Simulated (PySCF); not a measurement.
Diatomics with 64 electrons

PBE0 in PySCF with def2-TZVPPD on every atom (core potentials on In, Sb), for the lowest determinant that a PBE0 search found; no spin–orbit coupling. All have 64 electrons, 8 of them in the valence shells, and the same state, a triplet (π ↑↑). For ions De leads to the atom and ion picked by measured ionisation energies and electron affinities.

| species | difference of nuclear charges | Re (Å) | ωe (cm⁻¹) | k (mdyn/Å) | De (eV) | dissociates to |
| --- | --- | --- | --- | --- | --- | --- |
| Ge2 | 0 | 2.380 | 296 | 1.90 | 2.99 | Ge + Ge |
| InP | 34 | 2.644 | 256 | 0.944 | 1.99 | In + P |
| GeAs⁺ | 1 | 2.405 | 289 | 1.83 | 2.76 | Ge⁺ + As |
| SiSb⁺ | 37 | 2.520 | 357 | 1.71 | 3.05 | Si⁺ + Sb |

These are scalar-relativistic numbers at best; spin–orbit coupling would shift them, the dissociation energy most. For an ion De counts to the pair picked by the measured ionisation energies or electron affinities, which need not be the lowest pair at this level. States were picked by a PBE0 search and need not be the measured ground states.
